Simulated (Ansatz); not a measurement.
A nudged elastic band was laid between two geometries of Cl3FSi + FH (7 atoms, charge 0, multiplicity 1).

Theory: RKS PBE-D4/def2-SVP (Ansatz 0.2.0).

```
movable images  : 5
climbing image  : yes
spring          : 5.0 eV/Å²
optimiser       : quadratic models (default)
start path      : through a guess of the saddle point
force threshold : 0.05 eV/Å
iteration limit : 60
end points      : relaxed
```

Image 0:

```xyz
7
Properties=species:S:1:pos:R:3
Si 0.250 0.000 -0.082
Cl 0.262 0.000 1.988
F 1.809 0.000 -0.523
Cl -0.611 1.696 -0.804
Cl -0.611 -1.696 -0.804
F -2.701 0.000 1.191
H -2.050 0.000 1.867
```

Image 6:

```xyz
7
Properties=species:S:1:pos:R:3
Si -0.465 0.000 -0.572
Cl -0.171 0.000 3.495
F 0.961 0.000 0.174
Cl -0.664 1.690 -1.681
Cl -0.664 -1.690 -1.681
F -1.619 0.000 0.576
H -1.030 0.000 2.522
```

**Question.** What changes between the two ends?

**Answer.** Bonds broken: Si1–Cl2, F6–H7. Bonds formed: Si1–F6, Cl2–H7. Cl3FSi + FH becomes Cl2F2Si + ClH.

**Question.** Give the energies along the band, and the barrier.

**Answer.** The run converged. The highest image is number 3 of 0 to 6, 75.8 kJ/mol above the first end and 117.4 kJ/mol above the last; the last end lies 41.5 kJ/mol below the first. A vibrational analysis at the climbing image gives one clearly imaginary mode, 422i cm⁻¹: a first-order saddle point. The orbitals stay closed-shell, which can raise the energy where a bond breaks towards radicals; this wasn't checked here.

```
image  path coordinate (Å)  energy (kJ/mol)  Si1–Cl2 (Å)  F6–H7 (Å)  Si1–F6 (Å)
    0                 0.00              0.0         2.07       0.94        3.21
    1                 0.52              9.3         2.10       0.95        2.67
    2                 1.03             39.8         2.18       0.99        2.17
    3                 1.55             75.8         2.42       1.25        1.83
    4                 2.20             27.5         2.96       1.62        1.67
    5                 2.84            -25.9         3.51       1.81        1.63
    6                 3.48            -41.5         4.08       2.03        1.63
```

**Question.** What is the geometry of the highest image?

**Answer.** 
```xyz
7
Properties=species:S:1:pos:R:3
Si -0.305 0.000 -0.045
Cl 0.074 0.000 2.345
F 1.321 0.000 -0.172
Cl -0.737 1.775 -0.990
Cl -0.737 -1.775 -0.990
F -1.935 0.000 0.796
H -1.335 0.000 1.888
```

**Question.** What are the harmonic wavenumbers there?

**Answer.** 422i, 34, 120, 241, 242, 273, 294, 374, 493, 514, 628, 732, 781, 1055, 1531 cm⁻¹.

The run took 110 s on 2 threads of Arm Neoverse V1 (shared host), peak memory 0.15 GiB.
